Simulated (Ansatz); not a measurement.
A made-up structure of BSiH2ClO, closed shell:

```
atom    x (Å)    y (Å)    z (Å)
  B1   1.4720  -0.2061   0.5993
 Si2  -0.0632  -0.2976   0.0404
  O3  -0.9523   1.2654  -0.4543
 Cl4  -0.3369  -1.9172  -1.1859
  H5  -1.6987   1.8650  -0.2985
  H6   1.7972  -0.9677   1.3972
```

It is relaxed with PBE-D4/def2-SVP and then PBE0-D4/def2-TZVP (Ansatz 0.2.0). Atoms count as bonded within 1.22 times the sum of their covalent radii (H–H: 0.88 Å). The end point is not checked to be a true minimum.

Question: Does its bonding change? (Judge from chemistry; the calculation decides.)

Answer: The calculation gives: No: no bond forms or breaks.

Where it ends: The first stage lowers the energy by 2.11 eV in 12 steps. It ends as BSiH₂ClO ([BH][Si]([OH])[Cl]):
```xyz
6
angstrom
B 1.4829 -0.4040 0.7170
Si -0.2119 -0.2147 -0.0369
O -0.7462 1.2749 -0.4530
Cl -0.7498 -1.6331 -1.4153
H -1.6847 1.4523 -0.3662
H 2.1278 -0.7336 1.6525
```

Labels in which every atom is bracketed show which atoms are joined, not bond orders.

For scale, one of the runs: PBE0-D4/def2-TZVP relaxation, 148 basis functions, launched by `ansatz run in.yaml --threads 2 --pin off --events-out ev --progress --plain --max-ram 4352MiB`. The run took about 10 s on 2 CPU threads of an AMD EPYC 9R45 (shared host).
